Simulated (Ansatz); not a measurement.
Start from `[NH2][Al]([F])[Br]` and change one atom or group to get `[NH2][Al]([F])[SH]`.

Ansatz, PBE0-D4/def2-TZVP geometries, multiplicity 1. Each molecule was computed in one conformer, which needn't be the lowest.

Scalar relativity is left out up to krypton.

```json
{"property": "LUMO energy (PBE/def2-TZVPP) / eV", "`[NH2][Al]([F])[Br]`": "-1.57"}
{"property": "LUMO energy (PBE0/def2-TZVPP) / eV", "`[NH2][Al]([F])[Br]`": "-0.72"}
{"property": "LUMO energy (B3LYP/def2-TZVPP) / eV", "`[NH2][Al]([F])[Br]`": "-1.03"}
{"property": "ideal-gas entropy at 298 K and 1 bar (rigid rotor, harmonic PBE0-D4/def2-TZVP) / J/(mol·K)", "`[NH2][Al]([F])[Br]`": "329"}
{"property": "HOMO–LUMO gap (PBE/def2-TZVPP) / eV", "`[NH2][Al]([F])[Br]`": "5.02"}
{"property": "HOMO–LUMO gap (PBE0/def2-TZVPP) / eV", "`[NH2][Al]([F])[Br]`": "7.29"}
```

Give the same properties after the change, and the shifts. (Estimate.)

Ansatz gave: 
```csv
property,`[NH2][Al]([F])[SH]`,shift
LUMO energy (PBE/def2-TZVPP) / eV,-1.24,0.33
LUMO energy (PBE0/def2-TZVPP) / eV,-0.41,0.31
LUMO energy (B3LYP/def2-TZVPP) / eV,-0.71,0.32
"ideal-gas entropy at 298 K and 1 bar (rigid rotor, harmonic PBE0-D4/def2-TZVP) / J/(mol·K)",330,1
HOMO–LUMO gap (PBE/def2-TZVPP) / eV,5.01,-0.01
HOMO–LUMO gap (PBE0/def2-TZVPP) / eV,7.17,-0.12
```

With PBE0 the HOMO rises by 0.44 eV and the LUMO rises by 0.31 eV, so the gap narrows by about 0.13 eV. PBE moves the HOMO by 0.34 eV and ωB97M-V by 0.57 eV. The zero-point energy changes by 21.4 kJ/mol with +3 modes.

B3LYP here is the variant with VWN-RPA as its local correlation; programs differ in this.

Spin–orbit coupling is left out; it splits and shifts lone-pair levels of the heavy atoms by tenths of an eV.
